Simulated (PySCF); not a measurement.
Partial charges of `CC(C)OC(=O)[C@H](C)OC=O`

C7H12O4.
SMILES with atom numbers: `[CH3:1][CH:2]([CH3:3])[O:4][C:5](=[O:6])[C@H:7]([CH3:8])[O:9][CH:10]=[O:11]` (hydrogens: H12, H13, H14 on C1; H15 on C2; H16, H17, H18 on C3; H19 on C7; H20, H21, H22 on C8; H23 on C10)

Geometry (GFN2-xTB, Å), atoms numbered from 1 in this order:
```
atom  x, y, z in Å
C1    -2.3604   -1.1447   -0.3963
C2    -1.7962    0.1906    0.0741
C3    -2.5328    1.3793   -0.5235
O4    -0.4182    0.3062   -0.3396
C5     0.5021   -0.2191    0.4490
O6     0.3009   -0.8221    1.4674
C7     1.9017    0.0069   -0.1414
C8     2.3112   -1.1913   -0.9859
O9     2.8425    0.1457    0.9264
C10    2.5739    1.0978    1.8005
O11    1.6606    1.8679    1.7497
H12   -3.4040   -1.2235   -0.1061
H13   -1.8091   -1.9645    0.0577
H14   -2.2844   -1.2223   -1.4786
H15   -1.8163    0.2337    1.1700
H16   -2.4820    1.3405   -1.6085
H17   -3.5736    1.3602   -0.2145
H18   -2.0791    2.3069   -0.1853
H19    1.8828    0.9297   -0.7336
H20    2.2915   -2.0899   -0.3745
H21    3.3181   -1.0447   -1.3673
H22    1.6230   -1.3033   -1.8188
H23    3.3431    1.0873    2.5893
```

Density: PBE0/pcSseg-1 (PySCF); schemes: Mulliken, IAO, Hirshfeld and ESP-fitted. Isolated species at its GFN2-xTB geometry (one conformer only).

Q: What partial charge does each atom carry?

A: In e; atoms taken as equivalent share a row and are averaged (×n: the atom named and its like, n in all):

```
       atom                 environment  Mulliken     IAO  Hirshfeld  ESP-fitted
         C1               methyl carbon    -0.235  -0.432     -0.126      -0.638
         C2  sp3 carbon bound to oxygen    -0.087  +0.095     +0.059      +0.690
         C3               methyl carbon    -0.206  -0.425     -0.121      -0.655
         O4  ester single-bonded oxygen    -0.461  -0.341     -0.082      -0.593
         C5       ester carbonyl carbon    +0.482  +0.513     +0.202      +0.810
         O6       ester carbonyl oxygen    -0.412  -0.467     -0.257      -0.569
         C7  sp3 carbon bound to oxygen    +0.011  +0.038     +0.040      +0.323
         C8               methyl carbon    -0.206  -0.422     -0.118      -0.620
         O9  ester single-bonded oxygen    -0.430  -0.328     -0.092      -0.439
        C10       ester carbonyl carbon    +0.445  +0.408     +0.177      +0.568
        O11       ester carbonyl oxygen    -0.410  -0.448     -0.249      -0.521
H12/H13/H14             methyl hydrogen    +0.121  +0.149     +0.043      +0.163
        H15            methine hydrogen    +0.138  +0.151     +0.041      -0.001
H16/H17/H18             methyl hydrogen    +0.120  +0.149     +0.046      +0.170
        H19            methine hydrogen    +0.142  +0.159     +0.043      +0.065
H20/H21/H22             methyl hydrogen    +0.133  +0.158     +0.050      +0.176
        H23             formyl hydrogen    +0.106  +0.132     +0.064      +0.052
```

Mean size of the charges over all atoms: ESP-fitted 0.351 e, IAO 0.249 e, Mulliken 0.213 e, Hirshfeld 0.091 e. Each set sums to the total charge, 0, to within 0.001 e. The Hirshfeld scheme divides the density at each point in proportion to the densities of the neutral, spherically averaged free atoms.

Some averages cover members that differ in this geometry: H20/H21/H22, ESP-fitted +0.163 to +0.192 e.

Lowest charge. The schemes don't all agree: Mulliken O4 (-0.461); IAO O6 (-0.467); Hirshfeld O6 (-0.257); ESP-fitted C3 (-0.655).

Highest charge. All schemes agree: Mulliken C5 (+0.482); IAO C5 (+0.513); Hirshfeld C5 (+0.202); ESP-fitted C5 (+0.810).

Q: How closely do the schemes follow one another over all atoms?

A: Correlation coefficient and root-mean-square difference: IAO with Hirshfeld 0.96, 0.183 e; Mulliken with IAO 0.95, 0.095 e; IAO with ESP-fitted 0.93, 0.188 e; Mulliken with Hirshfeld 0.91, 0.159 e; Hirshfeld with ESP-fitted 0.90, 0.329 e; Mulliken with ESP-fitted 0.84, 0.252 e.

Q: Sum the charges by element.

A: 
```tsv
element	atoms	Mulliken	IAO	Hirshfeld	ESP-fitted
C	7	+0.204	-0.225	+0.113	+0.477
O	4	-1.713	-1.585	-0.680	-2.122
H	12	+1.508	+1.810	+0.566	+1.645
```
